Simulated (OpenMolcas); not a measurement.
A run on Pd3+ with its 6 nearest chloride ions at 2.555 Å, on the Y site of Cs2NaYCl6 (a = 10.7396 Å, distance in the model lattice 2.619 Å). The rest of the host is ab initio model potentials to 7.6 Å, with orthogonalisation functions on the cations behind the ligands, and point charges beyond; the distance is set by hand and nothing relaxes. Ligand basis ANO-RCC-VDZP.

```
Program             : OpenMolcas
Method              : SS-CASPT2, IPEA 0.25 Eh, imaginary shift 0.1 Eh (closed shells correlated: 4s 4p and the ligand valence shells)
Basis               : ANO-RCC-VTZP [7s6p4d2f1g]
Scalar Hamiltonian  : DKH2, point nucleus
Active space        : 7 electrons in 5 orbitals (4d)
State averaging     : 2S+1 = 4 even, 10 roots; 2S+1 = 2 even, 40 roots
Spin-orbit coupling : RASSI with atomic mean-field integrals over the reference wave functions
```

First CASPT2 step and the start of its output:

```
&CASPT2
Multistate=10 1 2 3 4 5 6 7 8 9 10
NoMult
Frozen=23 21
IPEA=0.25
Imaginary=0.1
MaxIter=60
WThr=0.0 0.3 0.05
PrWF=0.5
NoMix
```

```
--- CASPT2 ---
Orbital specifications:
      -----------------------

      Symmetry species                           1   2
                                                ag  au
      Frozen orbitals                           23  21
      Inactive orbitals                         13  15
      Active orbitals                            5   0
      Secondary orbitals                        61  62
      Deleted orbitals                           0   0
      Number of basis functions                102  98
Type of calculation                        SS-CASPT2
      Fock operator                              state-specific
      IPEA shift                                 0.25
      Real shift                                 0.00
      Imaginary shift                            0.10
      The input orbitals will be transformed to quasi-canonical
Reference energy:       -7808.3667227319
      E2 (Non-variational):      -1.5858039082
      Shift correction:          -0.0046908167
      E2 (Variational):          -1.5904947250
      Total energy:           -7809.9572174569
      Residual norm:              0.0000003383
      Reference weight:           0.62260
      Contributions to the CASPT2 correlation energy
      Active & Virtual Only:         -0.1282862406
      One Inactive Excited:          -0.3858585419
      Two Inactive Excited:          -1.0716591258
Reference energy:       -7808.3667227318
      E2 (Non-variational):      -1.5857634817
      Shift correction:          -0.0047844101
      E2 (Variational):          -1.5905478918
      Total energy:           -7809.9572706236
      Residual norm:              0.0000003496
      Reference weight:           0.62252
      Contributions to the CASPT2 correlation energy
      Active & Virtual Only:         -0.1282952929
...
```

Over all roots the printed reference weights run from 0.37 to 0.64, and roots that are degenerate in the reference spread by up to 3000 cm-1.

Did the run give usable levels, and if not, why?

No. The equations converged, but the reference weight falls to 0.37 for at least one root against 0.64 for the best. A drop of that size marks an intruder state, so the energies of such roots and the levels built on them can't be trusted.
